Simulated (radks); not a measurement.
Results of a calculation; reference values are marked as such.
Re72+, configuration [He] 2s1. Level of theory: scalar-relativistic Kohn-Sham, BLYP, spin-polarised, spherical densities, finite nucleus; open shells are filled with parallel spins first (spin-orbit coupling, left out, can overturn this in heavy ions); Fermi nuclear charge, rms radius 5.3698 fm (a radial shooting solver on a logarithmic mesh with Libxc functionals).

Normalised radial functions P(r) = r R(r), r in bohr:

r	2s up
0.00156	0.9924
0.001875	1.1265
0.002272	1.2777
0.002731	1.4311
0.003309	1.5955
0.003977	1.7506
0.004819	1.8998
0.005793	2.0171
0.007019	2.0942
0.008437	2.1023
0.01022	2.0143
0.01229	1.8091
0.01489	1.4402
0.0179	0.9186
0.02169	0.1954
0.02607	-0.6458
0.03158	-1.6148
0.03796	-2.5301
0.046	-3.3288
0.05529	-3.8004
0.067	-3.8696
0.08053	-3.5051
0.09758	-2.7711
0.1173	-1.9175
0.1421	-1.0977
0.1708	-0.5288
0.207	-0.1935
0.2488	-0.0559

2s up: eigenvalue -20215 eV, 1 radial node at r = 0.0227 bohr, <r> = 0.0728 bohr, 90 % of the charge inside 0.112 bohr.
